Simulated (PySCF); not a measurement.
CH2N, SMILES C#[NH+], charge +1. Geometry optimised at PBE0-D3(BJ)/def2-TZVPD. The isomer is the one that the SMILES or the coordinates give; other isomers of the formula were not compared.

PySCF with TDDFT-ωB97X/def2-TZVPD puts the lowest singlet excitations at 8.55, 8.90, 8.90, 13.19, 13.19, 13.62 eV and the lowest triplet (TDA) at 7.02 eV.

### Question
What are the lowest singlet roots from EOM-CCSD/aug-cc-pVDZ run with PySCF? (The exact figures need the calculation; the answer reports its results.)

### Answer
9.21, 9.57, 9.57, 13.25, 13.25, 14.18 eV; triplets 7.03, 8.26, 8.26 eV. S1 differs by 0.65 eV (second minus first; roots are paired by order, and the bases may differ).
